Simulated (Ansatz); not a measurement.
Input file for Ansatz (a first-principles code): R-B2PLYP/def2-TZVPP on C3H2 (SMILES [CH]C#C), 2S+1 = 1, a spin state set in the input, which need not be the lowest, at the other state's geometry.

Ansatz 0.2 input:
```yaml
crystal:
  periodic: [false, false, false]
  atoms:
    - {symbol: C, position_ang: [-1.22982616, -0.26597044, -0.14492233]}
    - {symbol: C, position_ang: [-0.00060308, 0.00653588, -0.00585868]}
    - {symbol: C, position_ang: [1.23212629, 0.24104288, 0.16726705]}
    - {symbol: H, position_ang: [-2.23521127, -0.47809025, -0.41479841]}
    - {symbol: H, position_ang: [2.22502897, 0.58844029, 0.31588214]}
basis:
  gaussian:
    orbitals: def2-TZVPP
hamiltonian:
  xc: {name: B2PLYP}
magnetization: {spin_polarized: false}
correlation: {electrons: outside_noble_gas}
```

Program output:

```
WARN ansatz: RAYON_NUM_THREADS=2 ignored (pool sized by the plan → 2); use --threads N
Functional definition: B2PLYP
integrals: 0.08 GiB planned
732 factors; integrals over basis functions are off by at most 8.3e-4 eV
mean field: 0.34 GiB planned
mean field evaluation 1: about -3129.0659 eV, gradient 3.2e1 eV
mean field evaluation 2: about -3129.0705 eV, gradient 3.2e1 eV
mean field evaluation 4: about -3131.6659 eV, gradient 4.4e0 eV
mean field evaluation 8: about -3131.7109 eV, gradient 2.5e-2 eV
mean field evaluation 16: about -3131.7109 eV, gradient 1.1e-5 eV
mean field evaluation 32: about -3131.6834 eV, gradient 2.3e0 eV
mean field evaluation 64: about -3131.7109 eV, gradient 1.3e-5 eV
mean field -3131.71086785 eV, -115.0882516435 hartree, gradient 3.3e-10 eV, S^2 0.000000; 2 other end points of the search recorded, 0 dependent functions left out; unrestricted orbitals would lower it
3 core orbitals not correlated
reference -3131.71100111 eV, -115.0882565407 hartree; 7, 7 occupied and 111, 111 virtual orbitals, 732 factors
second order -14.84487001 eV of doubles, -0.00000000 eV of singles
Total energy: -3135.71911601 eV, -115.2355520466 hartree
```

The calculation finished and met its thresholds.

Cost: around 18 core-seconds (rough).
